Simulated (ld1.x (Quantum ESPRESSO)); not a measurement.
What one change does to a pseudopotential (iodine (I), TM)

ld1.x (Quantum ESPRESSO) 7.5 input, shortened:

```
&input
   title='I', zed=53., rel=2, dft='PBE', iswitch=3,
   config='[Kr] 4d10 5s2 5p3', rel_dist='average'
 /
 &inputp
   pseudotype=2, tm=.true., lloc=-1, rcloc=1.45,
   nlcc=.false.
 /
2
5S  1  0   2.00   0.00  1.50  1.50  0.0
5P  2  1   3.00   0.00  1.45  1.45  0.0
 &test
   configts(1)='5s2 5p3'
 /
```

Open shells are filled in proportion to 2j + 1 (rel_dist='average').

Change: wave 5s (bound): rc 1.50 bohr becomes 5s (bound): rc 1.00 bohr.

Cutoffs: the cutoffs (Ry, on a coarse ladder) from which the occupation-weighted sum of valence levels, in a spherical-Bessel basis at the reference potential, stays within 10 and 1 mRy of its value at 400 Ry; they do not see the model core or the augmentation charge, which bear on the density cutoff. Errors are all-electron minus pseudo energies relative to the spin-unpolarised reference configuration.

**Question.** What does the change do?

**Answer.** The bound ghosts move from d, p, s to p; the number of tests that count goes from 7 to 4; of the 4 tests that both files solve, the error grows in 0 and shrinks in 1 by more than 15 % and 0.3 meV (median size 82.9 → 52.9 meV).

```tsv
quantity	base	changed
cutoffs, loose and tight	90 Ry, 180 Ry	not determined
bound ghosts	s, d, p3/2	p3/2
tests counted (converged, no solver errors)	7 of 7	4 of 7
error for 5s2 5p5, meV [ΔE -31.03 eV]	+86	+74
error for 5s2 5p4, meV [ΔE -19.88 eV]	+27	+23
error for 5s1 5p6, meV [ΔE -20.66 eV]	+79	+31
error for 5s2 5p5.3, meV [ΔE -32.82 eV]	+106	+91
```

Changed file: Tests not counted: 5s2 5p2 (solver errors, printed error -20.5 eV); 5s2 5p1 (solver errors, printed error -20.2 eV); 5s1 5p5 (solver errors, printed error -152 eV). A true bound ghost makes a file unfit for plane-wave use even where its test errors are small: the radial tests pick states by their node count and pass the ghost by. Where a test does run into it, the solver fails or the error is huge.
